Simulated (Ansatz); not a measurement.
`CO[CH2][AlH][F]` + CH₃OH → `C[O][AlH][F]` + `COC`  (ligand exchange at the Al–C bond)

Program: Ansatz. Geometries: PBE0-D4/def2-TZVP. ΔE: electronic, gas phase. CCSD(T)/CBS adds triple-zeta CCSD(T) − MP2 to the extrapolated MP2 energy (def2 sets, frozen cores). This one scheme is used for every species. DFT in def2-TZVPP. Each species was taken in one conformer, which may not be the lowest.

```
             level  ΔE (kJ/mol)  difference from CCSD(T)/CBS
         r2SCAN-D4       -163.3                         -0.3
           ωB97X-V       -162.1                          0.9
           ωB97M-V       -160.1                          2.9
            B2PLYP       -169.4                         -6.4
              PBE0       -155.9                          7.1
     HF/def2-TZVPP       -183.5                        -20.5
   CCSD/def2-TZVPP       -167.7                         -4.7
CCSD(T)/def2-TZVPP       -164.8                         -1.8
     HF/def2-QZVPP       -184.7                        -21.7
     MP2/CBS(def2)       -167.5                         -4.5
       CCSD(T)/CBS       -163.0                            0
```

Largest T1 diagnostic among the species: 0.013.

From PBE to PBE0 (25 % exact exchange), in def2-TZVPP and without D4, ΔE moves by −5.6 kJ/mol. In def2-TZVPP, CCSD(T) changes the Hartree–Fock value by +18.6 kJ/mol (the triples alone add +2.9 kJ/mol) and MP2 by +14.2 kJ/mol.
